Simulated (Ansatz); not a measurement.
CH5ClGeOSe (`C[O][GeH]([Cl])[SeH]`). The species carries charge 0 and has multiplicity 1. All single points use the PBE0-D4/def2-TZVP geometry. It is one conformer, not always the lowest.

```xyz
10

C     0.968    0.088    1.249
O    -0.440    0.118    1.138
Ge   -1.207    0.111   -0.445
Cl   -0.628    1.916   -1.469
Se   -0.514   -1.704   -1.760
H     1.421    1.004    0.853
H     1.211    0.010    2.310
H     1.397   -0.775    0.727
H    -2.709    0.109   -0.173
H     0.499   -0.877   -2.428
```

Q: What is the dipole moment at B3LYP/def2-TZVPP? (Best estimate.)

A: Computed: 0.97 D, with components (0.59, -0.77, 0.12) D in this frame, pointing from negative to positive charge.

Q: And with PBE, r2SCAN, ωB97M-V? (Estimate.)

A: Computed: PBE 0.94 D, r2SCAN 0.96 D, ωB97M-V 0.94 D.

Q: Give the Mulliken charges with B3LYP, ωB97M-V, r2SCAN in def2-TZVPP. (Best estimate.)

A: Computed: 
```csv
atom,B3LYP,ωB97M-V,r2SCAN
C1,-0.12,-0.17,0.00
O2,-0.40,-0.39,-0.40
Ge3,0.61,0.52,0.62
Cl4,-0.30,-0.27,-0.31
Se5,-0.22,-0.22,-0.25
H6,0.10,0.12,0.07
H7,0.11,0.13,0.07
H8,0.10,0.11,0.06
H9,0.04,0.07,0.04
H10,0.08,0.10,0.09
```

B3LYP here is the variant with VWN-RPA as its local correlation; programs differ in this.
